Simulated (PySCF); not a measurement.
Se²⁺: ionisation energy

Se²⁺ [Ar] 3d10 4s2 4p2 (3P) → Se³⁺ [Ar] 3d10 4s2 4p1 (2P), as a difference of total energies. All numbers are calculated (PySCF 2.14, the non-relativistic Hamiltonian (point nucleus), in def2-QZVPPD (12s8p5d4f1g, 98 functions)). Correlated levels: valence: [Ar] 3d10 frozen; valence and next inner shell: [Ne] frozen. The calculations carry no spin-orbit coupling.

```json
{"method": "UHF", "ionisation energy (eV)": "30.951", "plus first-order spin-orbit estimate": "30.915", "difference from reference of that sum (eV)": "-0.782"}
{"method": "LDA", "ionisation energy (eV)": "31.716", "plus first-order spin-orbit estimate": "31.680", "difference from reference of that sum (eV)": "-0.017"}
{"method": "PBE", "ionisation energy (eV)": "31.530", "plus first-order spin-orbit estimate": "31.494", "difference from reference of that sum (eV)": "-0.203"}
{"method": "PBE0", "ionisation energy (eV)": "31.591", "plus first-order spin-orbit estimate": "31.555", "difference from reference of that sum (eV)": "-0.142"}
{"method": "r2SCAN", "ionisation energy (eV)": "31.787", "plus first-order spin-orbit estimate": "31.750", "difference from reference of that sum (eV)": "+0.053"}
{"method": "M06-L", "ionisation energy (eV)": "31.310", "plus first-order spin-orbit estimate": "31.274", "difference from reference of that sum (eV)": "-0.423"}
{"method": "CAM-B3LYP", "ionisation energy (eV)": "31.608", "plus first-order spin-orbit estimate": "31.572", "difference from reference of that sum (eV)": "-0.125"}
{"method": "HSE06", "ionisation energy (eV)": "31.578", "plus first-order spin-orbit estimate": "31.542", "difference from reference of that sum (eV)": "-0.155"}
{"method": "BLYP", "ionisation energy (eV)": "31.373", "plus first-order spin-orbit estimate": "31.337", "difference from reference of that sum (eV)": "-0.360"}
{"method": "MP2 (valence)", "ionisation energy (eV)": "31.384", "plus first-order spin-orbit estimate": "31.348", "difference from reference of that sum (eV)": "-0.349"}
{"method": "SCS-MP2 (valence)", "ionisation energy (eV)": "31.308", "plus first-order spin-orbit estimate": "31.272", "difference from reference of that sum (eV)": "-0.425"}
{"method": "MP2 (valence and next inner shell)", "ionisation energy (eV)": "31.576", "plus first-order spin-orbit estimate": "31.540", "difference from reference of that sum (eV)": "-0.157"}
{"method": "SCS-MP2 (valence and next inner shell)", "ionisation energy (eV)": "31.446", "plus first-order spin-orbit estimate": "31.410", "difference from reference of that sum (eV)": "-0.287"}
```

Reference: 31.697 ± 0.019 eV (measured; NIST Atomic Spectra Database, ionization energies).

A first-order spin-orbit estimate (lowest level to lowest level, LS coupling) adds -0.036 eV.

These non-relativistic numbers lack the scalar-relativistic shift.

Errors of the correlated levels include the incompleteness of this basis and the frozen core.
